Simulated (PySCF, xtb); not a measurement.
H6OSi2Te, SMILES O([SiH3])[Te][SiH3].

Geometry: B3LYP-D3(BJ)/def2-SVP. The structure was generated by enumeration, and PubChem lists no compound with its InChIKey, so it may never have been made. The def2 effective core potentials stand for the cores of Te; spin–orbit coupling is left out. The values are those of a single conformer.

Computed with C-PCM-ωB97X/def2-SVP in PySCF 2.14.0.

The values are the electrostatic part of the solvation free energy, E(continuum) − E(gas) at the gas-phase geometry, in a cavity of scaled van der Waals radii (PySCF's table); cavitation and dispersion terms are not included. In vacuum the orbital gap is 8.51 eV. The dipole moment in vacuum is 1.87 D.

Computed values in water (ε = 78.36), dimethylsulfoxide (ε = 46.83), toluene (ε = 2.37):
```
solvent                ε  ΔG(elec) (kcal/mol)  dipole (D)  gap (eV)
-----------------  -----  -------------------  ----------  --------
water              78.36                 -2.8        2.55      8.60
dimethylsulfoxide  46.83                 -2.8        2.54      8.60
toluene             2.37                 -1.6        2.22      8.56
```

For comparison, GFN2-xTB/ALPB(water) (xtb, at the GFN2-xTB geometry, all terms of that model) gives -1.8 kcal/mol.
